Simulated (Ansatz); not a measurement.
A structure drawn as `[F][Ga]([F])[Br]`, with this starting geometry:

Cartesian coordinates in Å:
```
F 0.8451 0.9989 -1.2398
Ga 0.1681 -0.0296 0.2826
F -0.2608 1.1356 1.2710
Br -0.7524 -2.1048 -0.3138
```

Total charge 0; spin multiplicity 1.

Question: Relax it with Ansatz at PBE-D4/def2-SVP and then PBE0-D4/def2-TZVP. Is the drawn bonding still there?

Answer: Yes, every drawn bond is still there and no new one forms.

Question: Give the relaxed structure. (Estimate.)

Answer: Ansatz gave: 
Z-matrix (Å, degrees):
```
Ga
F 1 1.731
Br 1 2.237 2 122.0
F 1 1.731 2 115.9 3 180.0
```
All modes are real.

Atoms count as bonded under 1.1 times the sum of their covalent radii (H–H under 0.85 Å, pairs among N, O and F under 1.55 Å), and a drawn bond as lost past 1.3 times.
